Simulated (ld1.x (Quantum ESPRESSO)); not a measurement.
Pseudopotential generation for osmium (Os): PAW, BLYP, fully relativistic.

osmium (Os), PAW, made with ld1.x (Quantum ESPRESSO) 7.5 (BLYP, fully relativistic). Core [Xe] 4f14, reference 5d6 6s2 6p0. Waves: 6s (bound): rcut 2.20, rcutus 2.60 bohr; 6s channel at 2.65 Ry: rcut 2.20, rcutus 2.60 bohr; 6p (bound, empty): rcut 3.42, rcutus 4.06 bohr; 6p channel at 0.3 Ry: rcut 3.42, rcutus 4.06 bohr; 5d (bound): rcut 2.38, rcutus 2.54 bohr; 5d channel at 0.05 Ry: rcut 2.38, rcutus 2.54 bohr. Local part: all-electron potential smoothed inside 2.38 bohr (lloc = -1). Core correction: Bessel-smoothed model core inside 2.15 bohr. Augmentation charge: PSQ, inside the norm-conserving radii.

Open shells are filled in proportion to 2j + 1 (rel_dist='average').

Poles of the logarithmic derivatives, all-electron (AE) and pseudo (PS). s: poles at -0.3, 2.3 (AE) and -0.3, 2.3 (PS) Ry. p1/2: poles at 0.3, 3.0 (AE) and 0.3, 2.3, 3.9 (PS) Ry. p3/2: poles at 0.5, 3.3 (AE) and 0.5, 2.1, 3.9 (PS) Ry. d3/2: poles at -0.5, 1.6, 4.7 (AE) and -0.5, 1.6, 4.7 (PS) Ry. d5/2: poles at -0.4, 1.6, 4.8 (AE) and -0.4, 1.6, 4.8 (PS) Ry. Test radius 4.37 bohr.

- Largest excitation error: -117 meV (all-electron minus pseudo) for 5d5 6s0 6p0, out of 7 test configurations
- Density cutoff estimated by the generator: 93 Ry

The ghost test of this file was not conclusive.
